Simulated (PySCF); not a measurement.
**Working with the constants of TlSn⁺**

UHF-CCSD(T) constants of TlSn⁺, ³Π (triplet), unpaired electrons σ ↑, π ↑ (basis Tl cc-pVDZ-PP with ECP60, Sn cc-pVDZ-PP with ECP28; scalar-relativistic core potentials; PySCF 2.14; masses 204.9744 and 119.9022 u):

| Quantity | Value |
| --- | --- |
| ωe | 64.6 cm⁻¹ |
| ωexe | 0.208 cm⁻¹ |
| Be | 0.018789 cm⁻¹ |
| αe | 8.26e-05 cm⁻¹ |
| D (centrifugal) | 6.35e-09 cm⁻¹ |

(1) Give the vibrational terms G(v) and spacings up to v = 6.

Correlated steps freeze 8 core orbitals. Spin–orbit coupling is left out, which matters for elements this heavy, above all for dissociation energies. The state was picked by a PBE0 search and need not be the measured ground state.

Results:

(1) G(v) = ωe(v+½) − ωexe(v+½)².

| v | G(v) (cm⁻¹) | G(v) − G(v−1) | Bv (cm⁻¹) |
| --- | --- | --- | --- |
| 0 | 32.2 |  | 0.01875 |
| 1 | 96.4 | 64.2 | 0.01867 |
| 2 | 160.2 | 63.8 | 0.01858 |
| 3 | 223.6 | 63.4 | 0.01850 |
| 4 | 286.5 | 62.9 | 0.01842 |
| 5 | 349.0 | 62.5 | 0.01833 |
| 6 | 411.1 | 62.1 | 0.01825 |
